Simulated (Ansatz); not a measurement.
Start from `NC(=O)[SiH2]F` and change one atom or group to get `C[SiH2]C(N)=O`.

Ansatz, PBE0-D4/def2-TZVP geometries, multiplicity 1. Each molecule was computed in one conformer, which needn't be the lowest.

```tsv
property	`NC(=O)[SiH2]F`
LUMO energy (ωB97M-V/def2-TZVPP) / eV	1.76
HOMO–LUMO gap (PBE/def2-TZVPP) / eV	4.39
HOMO–LUMO gap (ωB97M-V/def2-TZVPP) / eV	11.45
LUMO energy (PBE0/def2-TZVPP) / eV	-0.44
HOMO energy (PBE/def2-TZVPP) / eV	-5.84
zero-point energy (PBE0-D4/def2-TZVP) / kJ/mol	147.8
```

(1) Give the same properties after the change, and the shifts. (Best estimate.)

Results:

(1) Ansatz gave: 
```tsv
property	`C[SiH2]C(N)=O`	shift
LUMO energy (ωB97M-V/def2-TZVPP) / eV	1.80	0.04
HOMO–LUMO gap (PBE/def2-TZVPP) / eV	4.31	-0.08
HOMO–LUMO gap (ωB97M-V/def2-TZVPP) / eV	11.08	-0.37
LUMO energy (PBE0/def2-TZVPP) / eV	-0.17	0.27
HOMO energy (PBE/def2-TZVPP) / eV	-5.47	0.37
zero-point energy (PBE0-D4/def2-TZVP) / kJ/mol	235.9	88.1
```

With PBE0 the HOMO rises by 0.41 eV and the LUMO rises by 0.27 eV, so the gap narrows by about 0.14 eV. PBE moves the HOMO by 0.37 eV and ωB97M-V by 0.42 eV. The zero-point energy changes by 88.1 kJ/mol with +9 modes.
